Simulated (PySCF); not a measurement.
# Two-component Hartree-Fock for Mo³⁺ (molybdenum, charge +3)

Start: [Kr] 4d2 5s1; 4d5/2 filled at m_j = +3/2, +5/2; 5s1/2 filled at m_j = +1/2. Calculated with PySCF 2.14 in x2c-TZVPall-2c with one added diffuse shell each of s, p, d type (9s10p8d1f, 86 functions): generalised Hartree-Fock with the X2C-1e Hamiltonian and a Gaussian nucleus; one run each with spin-orbit coupling (SO) switched off, then screened by Boettger's factors. This is a chosen level, not necessarily the ground level.

| spinor shell | electrons | ε, spin-free (eV) | ε, screened SO (eV) | weight of nominal j (screened SO) | rms radius, screened SO (bohr) |
| --- | --- | --- | --- | --- | --- |
| 1s1/2 | 2 | -20146.5 | -20145.4 | 1.000 | 0.0404 |
| 2s1/2 | 2 | -2954.9 | -2954.7 | 1.000 | 0.166 |
| 2p1/2 | 2 | -2639.2 | -2712.7 | 1.000 | 0.145 |
| 2p3/2 | 4 | -2639.2 | -2604.9 | 1.000 | 0.149 |
| 3s1/2 | 2 | -567.95 | -567.93 | 1.000 | 0.456 |
| 3p1/2 | 2 | -461.61 | -474.23 | 1.000 | 0.454 |
| 3p3/2 | 4 | -461.61 | -455.74 | 1.000 | 0.465 |
| 3d3/2 | 4 | -288.60 | -290.55 | 0.982 | 0.452 |
| 3d5/2 | 6 | -288.60 | -287.31 | 0.988 | 0.454 |
| 4s1/2 | 2 | -116.79 | -116.81 | 1.000 | 1.16 |
| 4p3/2 | 4 | -84.255 | -83.385 | 0.914 | 1.29 |
| 4p1/2 | 2 | -84.255 | -86.191 | 0.828 | 1.27 |
| 4d5/2 | 2 | -44.339 | -44.256 | 0.879 | 1.67 |
| 5s1/2 | 1 | -31.440 | -31.447 | 1.000 | 3.00 |

```tsv
quantity	spin-free	screened SO
E (hartree)	-4043.91537	-4044.38505
M_J	9/2	9/2
⟨J²⟩	24.757	24.757
⟨L²⟩	12.006	12.034
⟨S²⟩	3.751	3.752
```

Each row is a mean over spinors that exchange with the open shell spreads, by up to 7.139 eV (4p3/2).

Rows whose weight is well below 1 are mixtures of j = l ± 1/2: exchange outweighs spin-orbit coupling there, and the label is only the starting occupation.

Breit and QED terms are absent; they matter most for the inner s and p1/2 levels.

Densities and radii are taken from the X2C orbitals without a picture-change correction, which distorts them close to the nucleus.

Without spin-orbit coupling the j labels of p, d and f shells carry no meaning; the spin-free column gives the mean over the occupied spinors of each nl shell.
